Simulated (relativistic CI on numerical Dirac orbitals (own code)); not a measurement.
**Energy levels of Ir73+**

Method of calculation: Dirac-Coulomb-Breit CI, orbitals from a KLI potential per configuration, model QED, unscaled Slater integrals (own radial code, finite nucleus).

Configuration list (outside the closed core 1s2): 2s2, 2s.2p, 2p2, 2p.3s, 2p.3p, 2s.3s, 2s.3p, 2s.3d, 2s.4s, 2s.4p, 2s.4d, 2s.4f, 2s.5s, 3s2, 2s.5p, 2s.5d, 2s.5f, 2s.5g, 3s.3p, 3p2. Levels of other configurations are missing.

```tsv
No.	Configuration	Term	J	E (eV)	%	Lifetime (s)	jj configuration (%)
1	2s2	1S	0	0.0	98		closed (98)
2	2s.2p	3P°	0	185.8	100		2s 2p1/2 (100)
3	2s.2p	3P°	1	221.2	70	1.65e-10	2s 2p1/2 (100)
4	2p2	3P	0	520.8	67	1.17e-11	2p1/2^2 (98)
5	2s.2p	3P°	2	1961.8	100	4.03e-11	2s 2p3/2 (100)
6	2s.2p	1P°	1	2057.8	70	5.73e-14	2s 2p3/2 (100)
7	2p2	3P	1	2250.4	100	7.53e-14	2p1/2 2p3/2 (100)
8	2p2	1D	2	2268.5	65	8.12e-14	2p1/2 2p3/2 (100)
9	2p2	3P	2	4040.1	66	3.97e-14	2p3/2^2 (100)
10	2p2	1S	0	4112.6	68	3.55e-14	2p3/2^2 (100)
11	2s.3s	3S	1	12050.8	100	2.45e-15	2s 3s (100)
12	2s.3s	1S	0	12087.6	99	3.21e-15	2s 3s (99)
13	2s.3p	3P°	1	12137.4	67	1.73e-15	2s 3p1/2 (99)
14	2s.3p	3P°	0	12137.4	100	2.28e-13	2s 3p1/2 (100)
15	2p.3s	3P°	0	12280.2	100	3.45e-15	2p1/2 3s (100)
16	2p.3s	3P°	1	12282.6	66	2.89e-15	2p1/2 3s (99)
17	2p.3p	3D	1	12332.3	74	1.02e-15	2p1/2 3p1/2 (100)
18	2p.3p	3P	0	12391.1	67	1.08e-15	2p1/2 3p1/2 (99)
19	2s.3p	3P°	2	12662.4	100	1.52e-13	2s 3p3/2 (100)
20	2s.3p	1P°	1	12670.4	67	1.26e-15	2s 3p3/2 (100)
21	2s.3d	3D	1	12697.6	100	4.68e-16	2s 3d3/2 (100)
22	2s.3d	3D	2	12703.2	68	4.33e-16	2s 3d3/2 (99)
23	2s.3d	3D	3	12838.2	100	5.00e-16	2s 3d5/2 (100)
24	2s.3d	1D	2	12850.9	59	5.89e-16	2s 3d5/2 (84)
25	2p.3p	3P	1	12882.0	49	1.78e-15	2p1/2 3p3/2 (100)
26	2p.3p	3D	2	12888.3	44	1.25e-15	2p1/2 3p3/2 (84)
27	2p.3s	3P°	2	14077.5	100	4.03e-15	2p3/2 3s (100)
28	2p.3s	1P°	1	14088.1	67	2.27e-15	2p3/2 3s (100)
29	2p.3p	3P	1	14153.3	51	1.13e-15	2p3/2 3p1/2 (100)
30	2p.3p	3D	2	14154.6	48	1.12e-15	2p3/2 3p1/2 (100)
```

Energies count from the lowest computed level; ° marks odd parity; lifetimes are radiative, by E1, M1, E2, M2 decay to levels of this space only; some are left blank where a channel outside the calculation adds to the decay or the decay crosses a small, uncertain gap. Filled j subshells are mostly left out of the jj labels.

The mean weight of the leading LS term, summed over parents, in these 30 levels is 78 %, and that of the leading jj configuration (from the same eigenvectors) 99 %, so jj coupling describes them better and the LS labels are nominal.

At this charge energies of transitions that change n are usually good to better than 1 %, and those within a shell (Δn = 0) to a few per cent.

LS names give the leading component of a level, which can be under half, so a name can repeat, a term be missing and a line seem to break the LS rules.
